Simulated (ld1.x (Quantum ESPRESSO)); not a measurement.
# What one change does to a pseudopotential (vanadium (V), TM)

ld1.x (Quantum ESPRESSO) 7.5 input, shortened:

```
&input
   title='V', zed=23., rel=1, dft='PBE', iswitch=3,
   config='[Ar] 3d4 4s1 4p0'
 /
 &inputp
   pseudotype=2, tm=.true., lloc=-1, rcloc=3.30,
   nlcc=.true., new_core_ps=.true., rcore=1.65
 /
3
4S  1  0   1.00   0.00  3.05  3.05  0.0
4P  2  1   0.00   0.00  4.05  4.05  0.0
3D  3  2   4.00   0.00  1.75  1.75  0.0
 &test
   configts(1)='3d4 4s1 4p0'
 /
```

Change: wave 4s (bound): rc 3.05 bohr becomes 4s (bound): rc 3.66 bohr.

Cutoffs: the cutoffs (Ry, on a coarse ladder) from which the occupation-weighted sum of valence levels, in a spherical-Bessel basis at the reference potential, stays within 10 and 1 mRy of its value at 400 Ry; they do not see the model core or the augmentation charge, which bear on the density cutoff. Errors are all-electron minus pseudo energies relative to the spin-unpolarised reference configuration.

Predict the effect on cutoff, ghosts and configuration errors.

The potential gets neither clearly harder nor softer (70 Ry and 80 Ry → 70 Ry and 80 Ry); of the 5 tests that both files solve, the error grows in 1 and shrinks in 2 by more than 15 % and 0.3 meV (median size 156.2 → 96.8 meV); neither file shows a bound ghost at the reference potential, the only one tested.

```csv
quantity,base,changed
"cutoff, loose",70 Ry,70 Ry
"cutoff, tight",80 Ry,80 Ry
bound ghosts,none,none
"tests counted (converged, no solver errors)",6 of 7,6 of 7
"error for 3d3 4s2 4p0, meV [ΔE -0.59 eV]",-156,-97
"error for 3d3 4s1 4p0, meV [ΔE 7.15 eV]",-136,-95
"error for 3d3 4s0 4p0, meV [ΔE 21.44 eV]",-199,-253
"error for 3d3 4s1 4p1, meV [ΔE 2.76 eV]",-169,-146
"error for 3d4 4s0 4p0, meV [ΔE 6.61 eV]",-18,-16
s: phases at 4.41 bohr within 0.05 rad from the reference energy up to (Ry; the scan ends near 5),0.7,0.6
p: phases at 4.41 bohr within 0.05 rad from the reference energy up to (Ry; the scan ends near 5),1.0,1.0
d: phases at 4.41 bohr within 0.05 rad from the reference energy up to (Ry; the scan ends near 5),0.3,0.3
```

Base: Tests not counted: 3d2 4s2 4p1 (solver errors, printed error -823 meV). Changed file: Tests not counted: 3d3 4s0 4p1 (solver errors, printed error -213 meV).
